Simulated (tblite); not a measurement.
Compound: C₄H₈F₂Si.
Z-matrix (Å and degrees, GFN2-xTB geometry), rows numbered from 1:
```
C 
C   1  1.5133
C   2  1.4989  1  112.51
F   3  1.3638  2  112.44  1    52.00
F   3  1.3633  2  111.55  1   -65.74
C   2  1.5398  1  117.06  3   135.51
Si  6  1.8822  2   66.50  1   114.38
H   1  1.0907  2  110.45  3   -62.34
H   1  1.0871  2  110.43  3   177.41
H   1  1.0888  2  110.31  3    57.31
H   3  1.1010  2  113.25  1   173.35
H   6  1.0812  2  114.86  7  -114.09
H   6  1.0821  2  115.83  7   114.14
H   7  1.4498  2  118.03  6  -104.42
H   7  1.4494  2  115.84  6   105.08
```

All values are computed: GFN2-xTB (tblite) harmonic vibrations without scaling, gas phase. Against measured fundamentals such values can be off by several per cent, at times by over 20. Modes of hydrogen on silicon can be 10 to 20 % off. One conformer, not necessarily the lowest.

Harmonic wavenumbers (cm⁻¹): 56.0, 150.4, 189.8, 221.1, 239.5, 291.8, 371.8, 434.0, 455.1, 480.5, 533.6, 544.4, 716.2, 726.2, 729.9, 747.1, 866.7, 946.9, 980.5, 1001.6, 1034.6, 1049.4, 1097.1, 1217.2, 1245.8, 1276.9, 1322.5, 1412.1, 1435.3, 1491.3, 1496.5, 2378.9, 2390.5, 2884.7, 2997.7, 3025.5, 3036.7, 3055.3, 3070.9.

A = 3305, B = 1537, C = 1422 MHz; mass 122.036 u (most abundant isotopes); point group C1, symmetry number 1.

**Question.** Zero-point energy?

**Answer.** Half the sum of the wavenumbers: 23801 cm⁻¹ = 284.73 kJ/mol.

**Question.** What is S at 298.15 K and 1 bar for an ideal gas of classical rigid rotors and harmonic oscillators?

**Answer.** Translation 168.77, rotation 117.94, vibration 88.78: S = 375.5 J/(mol K).

**Question.** And Cp and H(298.15 K) − H(0)?

**Answer.** Cp = 140.92 J/(mol K), of which vibrations give 107.66 (their classical limit is 39 R = 324.3); H(298.15 K) − H(0) = 25.04 kJ/mol without the zero-point energy, 15.13 from vibrations.

**Question.** How do the functions run with temperature in this model?

**Answer.** 
```tsv
T (K)	S (J/(mol K))	Cp (J/(mol K))	H − H(0) (kJ/mol)	G − H(0) (kJ/mol)	ln q(vib)
50	233.5	44.3	1.87	-9.80	0.24
100	270.2	64.1	4.57	-22.45	0.88
373.15	409.9	166.2	36.58	-116.38	6.13
500	463.7	201.3	59.99	-171.84	8.78
750	555.0	248.4	116.67	-299.54	13.86
1000	630.8	278.4	182.78	-448.04	18.56
```

q(vib) and H(0) count from the zero-point level.

**Question.** Blend soft modes into free rotors: weight 1/[1 + (100 cm⁻¹/ν̃)⁴] for the oscillator and the rest for a rotor with moment μB/(μ + B), μ = h/(8π²ν), B = 10⁻⁴⁴ kg m². What vibrational entropy results?

**Answer.** 84.30 J/(mol K) in place of 88.78, which changes −T·S at 298.15 K by +1.34 kJ/mol.

**Question.** What must be added to the electronic energy to get the Gibbs energy at 298.15 K and 1 bar?

**Answer.** ZPE + [H(298.15 K) − H(0)] − T·S = 284.73 + 25.04 − 111.95 = 197.82 kJ/mol.

**Question.** Which modes carry the vibrational entropy at 298.15 K?

**Answer.** 56.0 cm⁻¹: 19.22; 150.4 cm⁻¹: 11.16; 189.8 cm⁻¹: 9.33; 221.1 cm⁻¹: 8.16; 239.5 cm⁻¹: 7.56; 291.8 cm⁻¹: 6.12 J/(mol K); the other 33 give 27.23 together.

Hindered rotation and anharmonicity are outside this model. Other conformers, if any are populated, would add a mixing term that is left out. The structure is chiral; the term R ln 2 for an equal mix with its mirror image is left out.
